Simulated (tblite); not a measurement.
C7H8O2.
Z-matrix (Å and degrees, GFN2-xTB geometry), rows numbered from 1:
```
O 
C   1  1.2007
O   2  1.3388  1  122.55
C   2  1.5150  1  125.72  3   178.54
C   4  1.5100  2  107.79  1  -101.08
C   5  1.3301  4  121.62  2   145.58
C   6  1.4493  5  121.19  4    -1.15
C   7  1.3310  6  120.43  5   -11.02
C   8  1.4957  7  121.84  6    -2.55
H   3  0.9704  2  110.48  1     1.16
H   4  1.0983  2  107.19  1   143.43
H   5  1.0798  4  116.41  2   -37.98
H   6  1.0798  5  120.66  4   177.69
H   7  1.0795  6  118.01  5   169.09
H   8  1.0798  7  121.47  6  -178.67
H   9  1.0914  4  109.69  2    81.69
H   9  1.0979  4  108.07  2   -34.47
```

Computed values, GFN2-xTB/tblite, gas phase, harmonic and unscaled. This tight-binding method is rough: wavenumbers can miss measured ones by several per cent, in bad cases by 10 to 20. One conformer, not necessarily the lowest.

Harmonic wavenumbers (cm⁻¹): 42.8, 56.1, 172.8, 227.8, 296.9, 356.2, 485.8, 496.3, 550.5, 594.3, 620.1, 701.6, 725.5, 780.1, 816.7, 906.6, 908.5, 921.8, 965.7, 1005.8, 1010.6, 1022.2, 1116.8, 1122.1, 1156.0, 1186.8, 1196.9, 1209.5, 1239.9, 1289.3, 1314.9, 1346.7, 1371.5, 1460.4, 1645.2, 1697.4, 1795.0, 2890.5, 2914.4, 2984.7, 3074.6, 3076.3, 3087.5, 3094.9, 3442.3.

A = 3581, B = 1178, C = 987.7 MHz; mass 124.052 u (most abundant isotopes); point group C1, symmetry number 1.

Q: What is the zero-point energy?

A: Half the sum of the wavenumbers: 29189 cm⁻¹ = 349.18 kJ/mol.

Q: What is S at 400 K and 1 bar for an ideal gas of classical rigid rotors and harmonic oscillators?

A: Translation 175.09, rotation 123.90, vibration 126.71: S = 425.7 J/(mol K).

Q: And Cp and H(400 K) − H(0)?

A: Cp = 178.35 J/(mol K), of which vibrations give 145.10 (their classical limit is 45 R = 374.2); H(400 K) − H(0) = 40.17 kJ/mol without the zero-point energy, 26.87 from vibrations.

Q: Blend soft modes into free rotors: weight 1/[1 + (100 cm⁻¹/ν̃)⁴] for the oscillator and the rest for a rotor with moment μB/(μ + B), μ = h/(8π²ν), B = 10⁻⁴⁴ kg m². What vibrational entropy results?

A: 114.09 J/(mol K) in place of 126.71, which changes −T·S at 400 K by +5.04 kJ/mol.

Q: Which modes carry the vibrational entropy at 400 K?

A: 42.8 cm⁻¹: 23.88; 56.1 cm⁻¹: 21.64; 172.8 cm⁻¹: 12.40; 227.8 cm⁻¹: 10.20; 296.9 cm⁻¹: 8.15; 356.2 cm⁻¹: 6.80 J/(mol K); the other 39 give 43.64 together.

Q: What must be added to the electronic energy to get the Gibbs energy at 400 K and 1 bar?

A: ZPE + [H(400 K) − H(0)] − T·S = 349.18 + 40.17 − 170.27 = 219.08 kJ/mol.

Q: How do the functions run with temperature in this model?

A: 
| T (K) | S (J/(mol K)) | Cp (J/(mol K)) | H − H(0) (kJ/mol) | G − H(0) (kJ/mol) | ln q(vib) |
| --- | --- | --- | --- | --- | --- |
| 100 | 280.8 | 62.6 | 4.85 | -23.22 | 1.52 |
| 200 | 333.8 | 95.9 | 12.69 | -54.06 | 3.32 |
| 300 | 380.4 | 137.6 | 24.33 | -89.79 | 5.19 |
| 500 | 469.3 | 212.8 | 59.79 | -174.87 | 9.21 |
| 800 | 585.9 | 281.7 | 135.02 | -333.71 | 15.44 |
| 1000 | 652.0 | 310.2 | 194.37 | -457.64 | 19.42 |

q(vib) and H(0) count from the zero-point level.

Hindered rotation and anharmonicity are outside this model. Other conformers, if any are populated, would add a mixing term that is left out. The structure is chiral; the term R ln 2 for an equal mix with its mirror image is left out.
